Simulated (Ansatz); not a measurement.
```yaml
crystal:
  periodic: [false, false, false]
  atoms:
    - {symbol: As, position_ang: [-0.000000, 0.000000, 0.002298]}
    - {symbol: As, position_ang: [0.000000, -0.000000, 1.924155]}
basis:
  gaussian: {orbitals: cc-pVQZ}
hamiltonian: {xc: {name: HF}}
correlation: {method: mp2, frozen_orbitals: {As: 9}}
```

```sh
$ ansatz run in.yaml --threads 4 --pin off --events-out ev --progress --plain --max-ram 10444MiB
```

Shortened log:

```
Functional definition: HF
878 factors; integrals over basis functions are off by at most 9.0e-4 eV
mean field evaluation 1: about -121593.3728 eV, gradient 7.4e0 eV
mean field evaluation 2: about -121593.4423 eV, gradient 7.4e0 eV
mean field evaluation 4: about -121593.6509 eV, gradient 9.2e-1 eV
mean field evaluation 8: about -121593.6533 eV, gradient 9.6e-4 eV
mean field -121593.65333247 eV, -4468.4843408297 hartree, gradient 2.6e-6 eV, S^2 0.000000; 0 other end points of the search recorded, 0 dependent functions left out; unrestricted orbitals would lower it
18 core orbitals not correlated: weight in the atoms' cores, before any rotation towards them, 1.000 or more for the frozen orbitals, at most 0.000 for the correlated occupied ones
reference -121593.65333247 eV, -4468.4843408297 hartree; 15, 15 occupied and 103, 103 virtual orbitals, 878 factors
second order -14.25965494 eV of doubles, -0.00000000 eV of singles
Total energy: -121607.91298741 eV, -4469.0083734833 hartree
```

Run time 1.2 s (4 threads of an Arm Neoverse V2 on a shared host); peak host memory 0.28 GiB.
